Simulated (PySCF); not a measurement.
C₂H₅PTe.
SMILES with atom numbers: `[Te:1]=[PH:2]1[CH2:3][CH2:4]1` (hydrogens: H5 on P2; H6, H7 on C3; H8, H9 on C4)

Computed with PySCF 2.14.0, PBE0-D3(BJ)/def2-SVP geometry optimisation, gas phase, def2 core potentials past Kr.

**Question.** List the bond lengths, angles and torsions at this level.

**Answer.** 
```tsv
bond	length (bohr)
Te1=P2	4.402
P2–C3, P2–C4	3.436
C3–C4	2.873
P2–H5	2.676
C3–H6, C4–H8	2.069
C3–H7, C4–H9	2.068
```

Bonds in one row agree within 0.02 bohr and their mean is given. A selection of angles:
```tsv
angle	degrees
Te1–P2–C3	127.9
Te1–P2–H5	121.4
C3–P2–C4	49.4
C3–P2–H5	104.8
C4–P2–H5	104.5
P2–C3–C4	65.3
P2–C3–H6	118.2
P2–C3–H7	114.7
C4–C3–H6	118.6
C4–C3–H7	117.1
H6–C3–H7	114.3
C3–C4–H8	118.4
```

Torsions: Te1–P2–C3–C4 -111° (anticlinal); Te1–P2–C4–C3 111° (anticlinal).

P2 (phosphorus bonded to 2 C, Te and H) has angles from 49.4° to 127.9°. The 3-membered ring P2–C3–C4 has internal angles of 49.4° to 65.3°.

Point group: Cs (tolerance 0.08 Å). No PBE0-D3(BJ)/def2-SVP frequencies stand behind this structure, so it isn't proved a minimum.
